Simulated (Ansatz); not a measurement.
System: CH$_{3}$AlF (charge +1, singlet). It need not be the lowest isomer of its formula. 
Geometry from a B3LYP-D3(BJ)/def2-TZVP (Ansatz, a program for electronic structure) optimisation:
```
C
H 1 1.0918
H 1 1.0918 2 110.24
H 1 1.0918 2 110.24 3 -121.93
Al 1 1.9125 2 108.69 4 -119.03
F 5 1.6058 2 155.43 1 180.00
```
Charge +1, spin multiplicity 1.

Basis-set convergence of Hartree-Fock and CCSD(T) correlation energies (hartree) with Ansatz. Valence correlation only, unless marked. No spin-orbit coupling. No relativistic terms.

| basis | functions | E(HF) | E(corr, CCSD(T)) |
|---|---|---|---|
| cc-pV(D+d)Z | 66 | -380.77363 | -0.41060 |
| cc-pV(T+d)Z | 141 | [?] | [?] |

Q: Complete the blanks.

A: 
- cc-pV(T+d)Z, E(HF): -380.83738
- cc-pV(T+d)Z, E(corr, CCSD(T)): -0.51803
